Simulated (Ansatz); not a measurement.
Consider the formal exchange of groups at the Se–Si bond: `SC[SiH2][SeH]` + `C[O][GeH2][Cl]` → `C[O][GeH]([Cl])[SeH]` + `[SiH3]CS`.

Gas-phase electronic energies from Ansatz, PBE0-D4/def2-TZVP geometries. CBS: MP2 limit from def2 TZ/QZ plus the TZ coupled-cluster correction, frozen cores. DFT in def2-TZVPP. B3LYP here is the variant with VWN-RPA as its local correlation; programs differ in this. For Ge, Se outer-core shells are correlated without core-valence functions, which leaves a few kJ/mol of doubt a bond. Scalar relativity is left out up to krypton. One conformer a species, not always the lowest.

`SC[SiH2][SeH]`:

Z-matrix (Å, degrees):
```
C
Si 1 1.879
S 1 1.807 2 110.9
H 1 1.093 2 109.8 3 -123.0
H 1 1.094 2 106.4 3 120.0
Se 2 2.275 1 113.0 3 49.5
H 2 1.486 1 107.6 3 172.7
H 2 1.483 1 110.4 3 -66.8
H 3 1.344 1 97.1 2 163.9
H 6 1.470 2 93.0 1 62.5
```

`C[O][GeH2][Cl]`:

Cartesian coordinates in Å:
```
C 0.452 -0.210 -1.337
O -0.245 0.653 -0.467
Ge -0.402 0.164 1.224
Cl -1.472 1.762 2.148
H 0.454 0.248 -2.328
H 1.496 -0.357 -1.028
H -0.027 -1.194 -1.419
H 0.985 0.053 1.876
H -1.241 -1.120 1.332
```

`C[O][GeH]([Cl])[SeH]`:

Z-matrix (Å, degrees):
```
C
O 1 1.413
H 1 1.091 2 107.5
H 1 1.096 2 111.7 3 119.0
H 1 1.095 2 111.5 3 -118.9
Ge 2 1.759 1 120.3 3 -175.3
Se 6 2.346 2 112.2 1 55.1
Cl 6 2.154 2 107.9 1 -63.3
H 6 1.527 2 105.6 1 178.6
H 7 1.468 6 91.4 2 -96.5
```

`[SiH3]CS`:

Cartesian coordinates in Å:
```
Si 0.325 0.622 0.821
C -0.065 0.008 -0.910
S -1.235 -1.376 -0.874
H -0.911 1.127 1.466
H 1.342 1.709 0.777
H 0.870 -0.509 1.619
H -0.571 0.800 -1.469
H 0.834 -0.259 -1.469
H -0.589 -2.121 0.038
```

Q: Is it downhill or uphill in electronic energy at CCSD(T)/CBS, and by how much? (Estimate.)

A: The calculation gave: Downhill: ΔE = -13.5 kJ/mol.

Q: What do these levels give: PBE-D4, r2SCAN-D4, B3LYP-D4, r2SCAN, HF/def2-QZVPP, SCS-MP2/def2-QZVPP? (An estimate is asked.)

A: The calculation gave: PBE-D4 -18.5, r2SCAN-D4 -17.2, B3LYP-D4 -19.5, r2SCAN -16.8, HF/def2-QZVPP -10.8, SCS-MP2/def2-QZVPP -13.8 kJ/mol.

Largest T1 diagnostic among the species: 0.011.

From PBE to PBE0 (25 % exact exchange), in def2-TZVPP and without D4, ΔE moves by +3.1 kJ/mol. In def2-TZVPP, CCSD(T) changes the Hartree–Fock value by −5.0 kJ/mol (the triples alone add −1.7 kJ/mol) and MP2 by −4.8 kJ/mol.
